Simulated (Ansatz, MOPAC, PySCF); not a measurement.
Potential energy curve for Ge(OH)4, SMILES [OH][Ge]([OH])([OH])[OH] (H4GeO4), singlet. The O1–H9 bond (O1 also carries Ge; H9 carries nothing else) is pulled apart rigidly from the PBE0/def2-TZVP optimised geometry.

PM3, restricted, heats of formation (MOPAC); RKS-BP86/6-31G* = restricted BP86/6-31G*, spherical d in PySCF; UKS-BP86/6-31G* = unrestricted BP86/6-31G*, spherical d run with PySCF; UCCSD(T) = CCSD(T) on UHF/cc-pVDZ, cores with 3d frozen (Ansatz, a program for electronic structure).

Energies relative to the lowest point of each curve near equilibrium, in eV; the last columns give the difference from UCCSD(T):

```
R / Å    PM3  RKS-BP86/6-31G*  UKS-BP86/6-31G*  UCCSD(T)  PM3 − UCCSD(T)  RKS-BP86/6-31G* − UCCSD(T)  UKS-BP86/6-31G* − UCCSD(T)
-----  -----  ---------------  ---------------  --------  --------------  --------------------------  --------------------------
0.80   0.721            1.171            1.171     1.105          -0.385                       0.066                       0.066
0.84   0.357            0.630            0.630     0.576          -0.219                       0.054                       0.054
0.90   0.058            0.168            0.168     0.138          -0.079                       0.030                       0.030
0.93   0.003            0.054            0.054     0.038          -0.035                       0.016                       0.016
0.96   0.000            0.000            0.000     0.000           0.000                       0.000                       0.000
1.00   0.064            0.001            0.001     0.024           0.040                      -0.023                      -0.023
1.04   0.192            0.067            0.067     0.115           0.076                      -0.048                      -0.048
1.08   0.366            0.182            0.182     0.256           0.111                      -0.074                      -0.074
1.16   0.805            0.509            0.509     0.636           0.168                      -0.128                      -0.128
1.25   1.349            0.963            0.963     1.150           0.199                      -0.186                      -0.186
1.41   2.257            1.834            1.834     2.113           0.144                      -0.279                      -0.279
1.56   3.049            2.614            2.614     2.963           0.086                      -0.349                      -0.349
1.77   4.280            3.567            3.567     3.913           0.367                      -0.346                      -0.346
2.02   5.740            4.469            4.369     4.690           1.050                      -0.221                      -0.321
2.33   7.035            5.274            4.833     5.070           1.964                       0.204                      -0.237
2.79   8.249            5.996            5.099     5.168           3.080                       0.827                      -0.069
```

PM3 is furthest from UCCSD(T) at 2.79 (3.080 eV, above); its mean absolute difference over the points is 0.500 eV.

RKS-BP86/6-31G* is furthest from UCCSD(T) at 2.79 (0.827 eV, above); its mean absolute difference over the points is 0.178 eV.

UKS-BP86/6-31G* is furthest from UCCSD(T) at 1.56 (-0.349 eV, below); its mean absolute difference over the points is 0.139 eV.

The restricted form behind PM3, RKS-BP86/6-31G* keeps the bonding electrons paired and can't separate into open-shell fragments. The unrestricted determinant behind UKS-BP86/6-31G* is spin-contaminated at 2.02 to 2.79 Å (<S²> up to 0.9, against 0.00 for a pure singlet). The unrestricted determinant behind UCCSD(T) is spin-contaminated at 1.41 to 2.79 Å (<S²> up to 1.0, against 0.00 for a pure singlet).
